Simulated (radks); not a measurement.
All-electron atom: Br XIV in [Ar] 3d4. All-electron calculation, Dirac Kohn-Sham, PBE, spin-unpolarised, spherical densities, finite nucleus; open shells fill j = l - 1/2 first; Fermi nuclear charge, rms radius 4.1629 fm. Program: a radial shooting solver on a logarithmic mesh with Libxc functionals.

Normalised radial functions P(r) = r R(r) (large component), r in bohr:

```
   r/bohr * 3s1/2, o 3p3/2, + 3d5/2 (the largest magnitude, 1.58, reaches the edge; | marks zero, & curves that meet)
 0.002081                             & *
 0.002666                             &  *
 0.003417                             &  *
 0.004378                             &   *
  0.00561                             &    *
  0.00719                             &     *
  0.00914                             +o     *
  0.01171                             +o      *
  0.01501                             + o     *
  0.01923                             + o      *
  0.02465                             +   o    *
  0.03158                             +    o *
  0.04047                             |+   * o
  0.05145                             |&        o
  0.06593                         *   | +         o
  0.08449                    *        |   +         o
   0.1083               *             |     +       o
   0.1387              *              |        +  o
   0.1778                   *         |     o       +
   0.2278                         o   *                 +
   0.2896              o              |           *          +
   0.3712      o                      |                      * +
   0.4756   o                         |                       +  *
   0.6095       o                     |                  +   *
    0.781               o             |            +*
    1.001                       o     |     &
    1.283                           o | &
     1.63                             &+
    2.089                             &
    2.677                             &
    3.431                             &
```

3s1/2: eigenvalue -580.53 eV, 2 radial nodes at r = 0.0550, 0.229 bohr, <r> = 0.514 bohr, 90 % of the charge inside 0.755 bohr. 3p3/2: eigenvalue -512.24 eV, 1 radial node at r = 0.206 bohr, <r> = 0.516 bohr, 90 % of the charge inside 0.772 bohr. 3d5/2 (empty): eigenvalue -410.30 eV, 0 radial nodes, <r> = 0.486 bohr, 90 % of the charge inside 0.762 bohr.
